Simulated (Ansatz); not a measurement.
Mulliken charges of `C[N]=[W]([F])([F])([Cl])[Cl]` from B3LYP/def2-TZVPP in Ansatz (PBE0-D4/def2-TZVP geometry).

```
atom   x (Å)   y (Å)   z (Å)  charge (e)
  C1   0.499  -1.720  -0.036      -0.130
  N2   0.072  -0.374  -0.045      -0.269
  W3  -0.420   1.253  -0.033       1.114
  F4  -2.289   1.197   0.025      -0.304
  F5  -0.685   1.697  -1.831      -0.304
 Cl6  -0.504   1.733   2.212      -0.241
 Cl7   1.574   2.383  -0.192      -0.241
  H8   1.539  -1.780  -0.367       0.125
  H9   0.422  -2.124   0.977       0.125
 H10  -0.126  -2.316  -0.707       0.126
```

Q: By hand: the dipole of these point charges (1 e Å = 4.8032 D).

A: Σ q r = (0.323, -0.931, 0.029) e Å, of length 0.986 e Å = 4.74 D.

Q: How does the dipole of the full density compare? (An estimate is asked.)

A: Ansatz gave: (0.269, -0.744, 0.033) e Å, 3.80 D; the point charges give 1.25 times that, at 1° from its direction.

Point charges leave out the atoms' own dipoles, such as those of lone pairs, and Mulliken's split depends on the basis, so the two needn't agree.

B3LYP here is the variant with VWN-RPA as its local correlation; programs differ in this.
